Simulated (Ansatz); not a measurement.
Species: GeH₂, charge 0, multiplicity 3. This is an excited triplet: at this geometry the singlet lies 0.53 eV lower at CCSD(T)/CBS(aug-cc-pVTZ,aug-cc-pVQZ). 
Geometry from a B3LYP-D3(BJ)/def2-TZVP (Ansatz, a program for electronic structure) optimisation:
```
Ge
H 1 1.5473
H 1 1.5473 2 119.66
```
Charge 0, spin multiplicity 3.

Basis-set convergence of Hartree-Fock and CCSD(T) correlation energies (hartree) with Ansatz. Valence correlation only, unless marked. UHF or UKS for open shells. Spin-orbit coupling is left out. The frozen core is the preceding noble-gas configuration, with the filled d and f shells of earlier blocks. No relativistic terms.

```csv
basis,functions,E(HF),"E(corr, CCSD(T))"
def2-SVP,42,-2076.19746,-0.09221
def2-TZVPP,76,-2076.46177,-0.10981
def2-QZVPP,149,-2076.50439,-0.11472
```

Extrapolating the two largest sets (X = 3 and 4) as X^-3: E(corr) = (64·(-0.11472) - 27·(-0.10981))/37 = -0.1183 Eh, an estimate of the basis-set limit. The largest set recovers 97.0 % of it, the smallest 77.9 %.
